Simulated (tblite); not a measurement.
Run record: tight-binding relaxation, `C[AsH2+][AlH2-][O]C(C)C`.

Computed with GFN2-xTB geometry optimisation, gas phase (tblite 0.8.0). Start geometry: from a force field or distance geometry. The command runs a driver script over a list of jobs; the input below is this job's line of settings and its coordinates in Å.

Command:
```bash
OMP_NUM_THREADS=1 python probes_run.py task.json out
```

Input:
```
{"job": {"kind": "relax", "xc": "GFN2-xTB", "basis": "xTB"}, "charge": 0, "multiplicity": 1}
C      4.157300     0.325200    -0.199200
As     2.680400    -0.992400    -0.359600
Al     0.676700     0.219200     0.304800
O     -0.834700    -0.860800     0.324800
C     -1.902300     0.031200     0.241500
C     -2.707500     0.111000     1.533800
C     -2.801700    -0.199000    -0.935200
H      4.095600     1.055800    -1.054400
H      3.882600     0.923500     0.718000
H      5.133700    -0.125400    -0.102700
H      3.038700    -2.136900     0.652200
H      2.597800    -1.559400    -1.797100
H      0.841800     0.976500     1.730200
H      0.398100     1.292400    -0.868000
H     -1.391000     1.046300     0.178400
H     -3.022200    -0.880800     1.911500
H     -2.035600     0.654000     2.271600
H     -3.563500     0.769900     1.307100
H     -2.636200    -1.138100    -1.472600
H     -2.749500     0.631000    -1.681800
H     -3.867400    -0.126200    -0.549200
```

Output:
```
step      E/eV     max force
  0    -631.45236    3.397
  1    -631.87226    2.413
  2    -632.18791    1.313
  3    -632.31788    1.133
  4    -632.54903    0.662
  5    -632.59670    0.581
  6    -632.66829    0.463
  7    -632.69907    0.492
  8    -632.72931    0.431
  9    -632.75213    0.319
... (148 lines left out)
158    -633.72077    0.016
159    -633.72084    0.020
160    -633.72091    0.022
161    -633.72097    0.021
162    -633.72102    0.018
163    -633.72107    0.014
164    -633.72112    0.016
165    -633.72117    0.013
166    -633.72120    0.011
167    -633.72122    0.009
```

«max force» is the largest atomic force in eV/Å.

Q: From which step on does the largest force stay under 0.1 eV/Å, and how much energy is left to gain from there?

A: From step 102 (0.097 eV/Å), 27.8 meV above the end.

In short: energy lowered by 52.3 kcal/mol over 167 steps; largest atomic force 0.009 eV/Å at the end.

The run took 1.5 s wall on one thread of an Arm Neoverse V1, no GPU, shared host with 32 logical CPUs at a one-minute load of 29.
Labels such as C1 count atoms from 1, the log's own numbers from 0.
